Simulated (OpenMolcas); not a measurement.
Pd4+ (d6) among equal point charges was computed by CASSCF with the d shell active (OpenMolcas, ANO-RCC-VDZP on the metal). Its lowest spin-free states, and all those of the highest spin:

```tsv
2S+1	Degeneracy	E (cm-1)
5	2	0.0
5	3	4080
3	3	19636
3	2	21627
3	3	23250
3	3	23279
3	1	25092
3	3	25916
3	1	26429
3	3	27046
3	2	28180
3	3	28632
```

Task: Is the site octahedral, tetrahedral or cube-like, axial, or of lower symmetry?

Result: The states with 2S+1 = 5 have orbital degeneracies 2, 3. Threefold states need a cubic site. For d6 at this spin an octahedron puts the threefold T2 below the twofold E and a tetrahedron or cube puts the twofold E below the threefold T2, so the site is a tetrahedron or a cube, which this pattern cannot tell apart. The first gap at this spin, 4080 cm-1, is |10Dq| in ligand-field theory. The run had Pd4+ among 8 point charges of -1.2 e arranged as a cube (Oh), 1.94 Å from the ion.

An orbital doublet at a regular site is open to a Jahn-Teller distortion, which this geometry leaves out. Without dynamic correlation the repulsion within the d shell is too large (B by tens of per cent), so at a given field states of lower spin stand too high. Point charges give a weaker field than real ligands, and real ions of this kind are as a rule low spin; the high spin found here belongs to the model. The ground term spreads over less than 5000 cm-1, several times less than with real ligands, so orbital moments are less quenched and χT lies further from the spin-only value than at real sites. This is an electrostatic model: the charges have no orbitals. No measured value stands beside these numbers.
